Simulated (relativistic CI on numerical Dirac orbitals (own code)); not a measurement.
# One change at a time: Re¹⁹⁺

Base calculation: Dirac-Coulomb-Breit CI, KLI orbitals optimised for each configuration, model QED (radiative potential, 1s self-energy scaled to tabulated hydrogen-like ionisation energies), unscaled Slater integrals.

CI space (outside the closed core [Ar] 3d10): 4s2.4p6.4d10.4f10, 4s2.4p6.4d10.4f9.5s, 4s2.4p6.4d10.4f8.5s.5p, 4s2.4p6.4d10.4f9.5p, 4s2.4p6.4d9.4f11, 4s2.4p6.4d10.4f9.5f, 4s2.4p6.4d10.4f9.6s, 4s2.4p5.4d10.4f11, 4s2.4p6.4d10.4f9.7s, 4p6.4d10.4f12, 4p6.4d9.4f13, 4p5.4d10.4f13. Double excitations out of closed p, d and f shells are left out; levels of such configurations are missing from the list, as are those of other unlisted configurations, and high levels can miss mixing partners.

Variants: (1) non-relativistic limit; (2) only the first configuration. Shifts of the energy above 4s2.4p6.4d10.4f10 5I_8, in cm⁻¹, for the lowest level and the first level of each name with at least 55 % of one term (blank where a level changes its place among those of its configuration and J or its character, or is not in the variant):

```csv
Level,Base,Δ(1),Δ(2)
4s2.4p6.4d10.4f10 5I_8,0.0,0.0,0.0
4s2.4p6.4d10.4f10 5I_7,16894.6,-16894.6,-7.5
4s2.4p6.4d10.4f10 5I_6,26452.3,-26452.3,+83.4
4s2.4p6.4d10.4f10 5I_4,38688.6,-38688.5,+207.6
4s2.4p6.4d10.4f10 3K_8,43886.0,-8235.8,+258.7
4s2.4p6.4d10.4f10 5F_4,45039.2,-16818.8,+1129.0
4s2.4p6.4d10.4f10 5G_6,50858.8,,+670.7
4s2.4p6.4d10.4f10 5F_3,51458.7,-23238.2,+1155.6
4s2.4p6.4d10.4f10 5F_1,54081.1,-25860.6,+1491.1
4s2.4p6.4d10.4f10 3K_7,58519.2,-22869.1,+312.2
4s2.4p6.4d10.4f10 3L_9,60109.3,-10222.1,+242.2
4s2.4p6.4d10.4f10 3H_6,63893.8,-18665.6,+636.2
4s2.4p6.4d10.4f10 5G_5,67507.5,-22273.6,+687.1
4s2.4p6.4d10.4f10 3K_6,69547.2,,+405.1
4s2.4p6.4d10.4f10 3M_10,71860.1,-12276.8,+335.0
4s2.4p6.4d10.4f10 3P_1,78301.8,,+1156.3
4s2.4p6.4d10.4f10 3P_0,82561.1,-28072.9,+1002.5
4s2.4p6.4d10.4f10 3I_7,83766.4,,+549.3
4s2.4p6.4d10.4f10 3L_7,88117.4,,+316.4
4s2.4p6.4d10.4f10 3I_6,88175.2,-23940.7,+767.8
4s2.4p6.4d10.4f10 3M_9,88963.4,-29380.1,+325.1
4s2.4p6.4d10.4f10 3H_5,91609.4,,+893.7
```

At this charge energies of transitions that change n are usually good to better than 1 %, and those within a shell (Δn = 0) to a few per cent. Terms inside the open d or f shell come out 10 to 20 % too wide with unscaled integrals.

Ionisation energy from the two ground configurations alone: base 504.755 eV. The NIST ASD value (theoretical) is 520 eV. The gap of more than 2 % comes from missing correlation, or from a tabulated value that is itself an estimate.

LS names give the leading component of a level, which can be under half, so a name can repeat, a term be missing and a line seem to break the LS rules.
